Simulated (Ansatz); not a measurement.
All numbers were calculated with Ansatz.

A structure relaxed at PBE0-D4/def2-TZVP, charge 0, multiplicity 1:

| atom | x (Å) | y (Å) | z (Å) |
| --- | --- | --- | --- |
| I1 | -2.138 | -1.539 | -0.141 |
| In2 | 0.000 | 0.000 | 0.000 |
| I3 | 1.792 | -0.403 | 1.893 |
| I4 | 0.346 | 1.941 | -1.752 |

Question: Give its formula and SMILES.

Answer: I3In, `[I][In]([I])[I]`.

Question: Point group (tolerance 0.08 Å, 0.16 Å for H)?

Answer: D3h.

Question: Summarise the bond lengths by kind.

Answer: 3 × I–In 2.638 Å.
